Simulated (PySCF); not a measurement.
# How methods differ on the electron affinity of Ga

Ga⁻ [Ar] 3d10 4s2 4p2 (3P) → Ga [Ar] 3d10 4s2 4p1 (2P), as a difference of total energies. Computed with PySCF 2.14 in dyall-av2z (16s12p8d, 92 functions), with no relativity, point nucleus. Correlated levels: valence: [Ar] 3d10 frozen; virtual orbitals above 40 to 60 times the deepest correlated orbital energy dropped. The calculations carry no spin-orbit coupling.

Task: Order these methods by the electron affinity they give, lowest first.
A. PBE
B. wB97X-V
C. r2SCAN
D. HSE06

Result: B (0.187 eV), D (0.473 eV), A (0.511 eV), C (0.537 eV).

A first-order spin-orbit estimate (lowest level to lowest level, LS coupling) adds -0.022 eV.

These non-relativistic numbers lack the scalar-relativistic shift.

Errors of the correlated levels include the incompleteness of this basis and the frozen core.

A negative affinity means that the anion lies above the atom at that level of theory.

In the anion the highest occupied orbital energy is positive at LDA, PBE, PBE0, r2SCAN, HSE06, B97-3, BP86, a self-interaction effect; the basis confines that electron, and the energy difference can still be sensible.

For comparison: 0.301 eV (measured; photodetachment measurements, as compiled on the Wikipedia data page of electron affinities).
